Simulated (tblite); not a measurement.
C$_{3}$H$_{8}$Si, triplet, at the geometry of the source list (a higher spin typed on purpose: for a closed-shell molecule this is an excited state); GFN1-xTB run with tblite 0.6.0.

Input for tblite:
```
$ tblite run mol.xyz --method gfn1 --charge 0 --spin 2 --guess eeq --json tblite.json --no-restart

# file mol.xyz
12

C      0.73080000     0.28530000     0.78140000
C      0.81290000    -0.81900000    -0.29210000
Si    -0.98180000    -0.45530000    -0.84250000
C     -0.56640000     0.99130000     0.33690000
H      1.60120000     0.94110000     0.80280000
H      0.61410000    -0.14870000     1.77440000
H      1.56060000    -0.59170000    -1.05070000
H      1.04610000    -1.80480000     0.10510000
H     -1.98680000    -1.39520000    -0.34160000
H     -1.21750000    -0.14490000    -2.25260000
H     -0.36160000     1.93100000    -0.17410000
H     -1.25170000     1.21090000     1.15310000
```

**Question.** What does tblite print? Leave out banner, timings and long lists.

**Answer.** 
```
xTB calculator
 | screened Coulomb repulsion
 | Coulomb electrostatics
 |  * isotropic Klopman-Ohno-Mataga-Nishimoto electrostatics
 |  * onsite third-order electrostatics
 | DFT-D3(BJ) dispersion correction

halogen bonding energy    0.0000000000000E+00 Eh
repulsion energy          1.6207502421854E-01 Eh
dispersion energy        -3.8538829387031E-03 Eh
number of electrons       2.4000000000000E+01 e
integral cutoff           2.8146159136829E+01 bohr

------------------------------------------------------------
  cycle        total energy    energy error   density error
------------------------------------------------------------
      1     -12.22709158411  -1.2385313E+01   5.2100864E-01
      2     -12.26423883098  -3.7147247E-02   3.1364533E-01
      3     -12.26458662262  -3.4779163E-04   4.3482278E-02
      4     -12.26545787455  -8.7125194E-04   3.1666288E-03
      5     -12.26540393113   5.3943419E-05   4.4786922E-03
      6     -12.26545986387  -5.5932733E-05   2.1499333E-03
      7     -12.26547627377  -1.6409902E-05   1.6969602E-04
      8     -12.26547627914  -5.3721649E-09   4.5682421E-05
      9     -12.26547627983  -6.9451289E-10   1.2331177E-05
------------------------------------------------------------

electronic energy        -1.2423697421115E+01 Eh
total energy             -1.2265476279835E+01 Eh

Post processing:
 | Mayer-Wiberg bond orders

[Info] JSON dump of results written to 'tblite.json'
```
